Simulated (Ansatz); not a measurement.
C2HCl3Hf, SMILES `C#[C][Hf]([Cl])([Cl])[Cl]`. Total charge 0; spin multiplicity 1. Hf: def2 effective core potential.

```xyz
7

C     1.2845    0.1937    1.8403
C     0.5925    0.0887    0.8474
Hf   -0.6340   -0.0958   -0.9088
Cl   -2.8570   -0.0768   -0.2397
Cl   -0.1754    1.7051   -2.3004
Cl   -0.1031   -2.1010   -1.9516
H     1.8926    0.2861    2.7129
```

Q: List the harmonic frequencies (cm⁻¹, unscaled) at PBE0-D4/def2-TZVP in Ansatz. (An estimate is asked.)

A: Ansatz gave: 69, 69, 95, 97, 97, 208, 208, 382, 396, 396, 444, 746, 746, 2089, 3449.

Q: Is this a minimum?

A: Yes, all 15 modes are real.

Q: Give the ideal-gas thermochemistry at 298.15 K and 1 bar (rigid rotor, harmonic oscillator; point group C3v, symmetry number 3).

A: Zero-point energy 56.8 kJ/mol; H(298) − E = 83.3 kJ/mol; entropy 412.3 J/(mol·K), of which translation 180.4, rotation 117.5, vibration 114.5; G(298) − E = -39.6 kJ/mol. Modes under 100 cm⁻¹ are hindered rotations or soft bends, so the harmonic entropy is rough.

Q: And at 400, 500, 600, 800 and 1000 K?

A: 
```tsv
T (K)	H − E (kJ/mol)	S (J/mol/K)	G − E (kJ/mol)
400	96.0	448.8	-83.6
500	109.0	477.9	-129.9
600	122.5	502.5	-179.0
800	150.2	542.3	-283.6
1000	178.7	574.1	-395.4
```
